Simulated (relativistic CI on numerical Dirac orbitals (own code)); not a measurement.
# Level scheme of Re

These numbers are calculated, not measured: Dirac-Coulomb-Breit CI, orbitals from a KLI potential per configuration, a model potential for QED, valence Slater integrals scaled by 0.85, P86 correlation energy added to each configuration (own radial code, finite nucleus).

Configurations in the expansion (outside the closed core [Xe] 4f14): 5d5 6s2, 5d6 6s, 5d5 6s 6p, 5d6 6p, 5d5 6s 6d, 5d7, 5d4 6s2 6p, 5d4 6s2 5f, 5d6 5f, 5d5 6s 7s, 5d6 7s. Double excitations out of closed p, d and f shells are left out; levels of such configurations are missing from the list, as are those of other unlisted configurations, and high levels can miss mixing partners.

The lowest level is 5d5 6s2 6S_5/2, with 88 % of that term; Hund's rules for 5d5 6s2 give 6S with J = 5/2, in agreement.

```csv
No.,Configuration,Term,J,E (cm⁻¹),%,Next component (%),jj configuration (%)
1,5d5 6s2,6S,5/2,0.0,88,8 4P,5d3/2^3 5d5/2^2 (39)
2,5d6 6s,6D,9/2,7563.0,93,6 4F,5d3/2^3 5d5/2^3 6s (45)
3,5d5 6s 6p,8P°,5/2,9074.4,93,4 6P°,5d3/2^2 5d5/2^3 6s 6p1/2 (33)
4,5d6 6s,6D,7/2,9679.5,95,3 4F,5d3/2^3 5d5/2^3 6s (61)
5,5d6 6s,6D,5/2,10114.6,62,13 4P,5d5/2^2 6s (28)
6,5d5 6s 6p,8P°,7/2,10731.5,90,7 6P°,5d3/2^2 5d5/2^3 6s 6p1/2 (22)
7,5d6 6s,6D,3/2,11004.1,74,11 4P,5d3/2^3 5d5/2^3 6s (48)
8,5d6 6s,6D,1/2,11568.2,79,10 4P,5d3/2^2 5d5/2^4 6s (41)
9,5d6 6s,6D,5/2,12074.3,29,14 5d5 6s2 4P,5d5/2 (40)
10,5d5 6s 6p,8P°,9/2,13372.5,95,5 6D°,5d3/2^2 5d5/2^3 6s 6p3/2 (38)
11,5d5 6s2,4P,3/2,13968.4,33,25 4D,5d3/2^3 5d5/2^2 (52)
12,5d5 6s2,4G,5/2,14805.9,59,12 2F,5d3/2^3 5d5/2^2 (48)
13,5d5 6s2,4G,7/2,14991.1,43,23 4D,5d3/2^3 5d5/2^2 (69)
14,5d5 6s2,4P,1/2,15315.5,48,15 4D,5d3/2^3 5d5/2^2 (34)
15,5d5 6s2,4G,11/2,16031.8,76,13 5d6 6s 4G,5d3/2^3 5d5/2^2 (46)
16,5d5 6s2,4G,9/2,16311.5,79,13 5d6 6s 4G,5d3/2^2 5d5/2^3 (47)
17,5d5 6s2,4G,7/2,16607.1,32,30 4D,5d3/2^2 5d5/2^3 (59)
18,5d5 6s2,4D,5/2,18350.1,36,14 5d6 6s 4P,5d3/2^3 5d5/2^2 (27)
19,5d5 6s2,4D,1/2,18789.3,56,21 5d6 6s 4D,5d3/2^2 5d5/2^3 (59)
20,5d5 6s2,4D,3/2,18843.0,25,22 4P,5d3/2^2 5d5/2^3 (31)
21,5d6 6s,4F,9/2,19962.8,34,16 5d5 6s2 4F,5d5/2^2 6s (32)
22,5d5 6s2,2F,7/2,20646.3,28,20 4F,5d3/2^3 5d5/2^2 (41)
23,5d5 6s 6p,6P°,7/2,20873.4,70,10 5d4 6s2 6p 6P°,5d3/2^2 5d5/2^3 6s 6p3/2 (24)
24,5d5 6s 6p,6P°,5/2,20913.2,74,10 5d4 6s2 6p 6P°,5d3/2^3 5d5/2^2 6s 6p3/2 (25)
25,5d5 6s2,2D,3/2,21015.1,25,18 4D,5d3/2^2 5d5/2^3 (36)
26,5d5 6s 6p,6P°,3/2,21190.4,78,11 5d4 6s2 6p 6P°,5d3/2^3 5d5/2^2 6s 6p3/2 (29)
27,5d5 6s2,2D,5/2,21378.4,33,14 5d6 6s 4P,5d3/2^2 5d5/2^3 (34)
28,5d6 6s,4F,5/2,22362.1,29,17 5d5 6s2 4F,5d3/2^3 5d5/2^3 6s (29)
29,5d6 6s,4H,7/2,22392.5,23,21 4F,5d5/2^2 6s (37)
30,5d6 6s,4H,11/2,23356.7,34,33 5d5 6s2 2I,5d3/2^3 5d5/2^3 6s (47)
```

Energies count from the lowest computed level; ° marks odd parity. Filled j subshells are mostly left out of the jj labels.

The mean weight of the leading LS term, summed over parents, in these 30 levels is 57 %, and that of the leading jj configuration (from the same eigenvectors) 40 %, so LS coupling describes them better.

Correlation outside the listed configurations is missing or only estimated: errors of thousands of cm⁻¹ between configurations and terms are usual at this charge. Rates and lifetimes follow the computed energies and can be off by large factors. The fine structure of a lone outer electron comes out too small, for d and f at times inverted, and misplaced configurations move strength between like terms. 11 of the 15 excited levels that our extract of the measured tables holds in this range could be paired (the sources list more); they are missed by 6017 cm⁻¹ on average and 10378 at most, and levels without a partner can miss by more. Some levels of the ground configuration have no partner and can miss by 10 % or more.

LS names give the leading component of a level, which can be under half, so a name can repeat, a term be missing and a line seem to break the LS rules.
